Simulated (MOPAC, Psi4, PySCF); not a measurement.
Two rigid molecules brought together: CH4 ··· C3H6 (SMILES C and C1CC1). Monomers: optimised at B3LYP-D3(BJ) (def2-TZVP), held rigid. Orientation: lowest of the rigid-body minima from ten starts at GFN2-xTB. Only R, the distance of the centres of mass, is varied, so the lowest point isn't the relaxed dimer.

RHF/6-31G* = restricted Hartree-Fock/6-31G*, spherical d, no counterpoise correction (PySCF); PM6, restricted, heats of formation (MOPAC); RMP2/6-31G* = restricted MP2 (frozen core)/6-31G*, spherical d, no counterpoise correction run with PySCF; SAPT0/jun-cc-pVDZ, frozen core (Psi4).

Interaction energies in kcal/mol; the last columns give the difference from SAPT0:

```csv
R / Å,RHF/6-31G*,PM6,RMP2/6-31G*,SAPT0/jun-cc-pVDZ,RHF/6-31G* − SAPT0/jun-cc-pVDZ,PM6 − SAPT0/jun-cc-pVDZ,RMP2/6-31G* − SAPT0/jun-cc-pVDZ
3.36,2.69,0.17,0.50,0.41,2.28,-0.23,0.09
3.55,1.33,-0.19,-0.29,-0.29,1.62,0.10,0.00
3.73,0.64,-0.26,-0.57,-0.54,1.18,0.28,-0.03
3.96,0.20,-0.22,-0.64,-0.59,0.79,0.37,-0.05
4.14,0.04,-0.16,-0.59,-0.53,0.58,0.38,-0.06
4.37,-0.04,-0.10,-0.49,-0.44,0.40,0.34,-0.05
4.65,-0.07,-0.05,-0.36,-0.33,0.26,0.27,-0.03
4.96,-0.05,-0.03,-0.24,-0.23,0.18,0.20,0.00
5.43,-0.02,-0.02,-0.12,-0.14,0.11,0.12,0.02
6.19,-0.01,-0.01,-0.05,-0.06,0.06,0.05,0.01
7.19,0.00,0.00,-0.02,-0.02,0.02,0.02,0.01
8.46,0.00,0.00,-0.01,-0.01,0.01,0.01,0.00
```

RHF/6-31G* is furthest from SAPT0/jun-cc-pVDZ at 3.36 (2.28 kcal/mol, above); its mean absolute difference over the points is 0.62 kcal/mol.

PM6 is furthest from SAPT0/jun-cc-pVDZ at 4.14 (0.38 kcal/mol, above); its mean absolute difference over the points is 0.20 kcal/mol.

RMP2/6-31G* is furthest from SAPT0/jun-cc-pVDZ at 3.36 (0.09 kcal/mol, above); its mean absolute difference over the points is 0.03 kcal/mol.
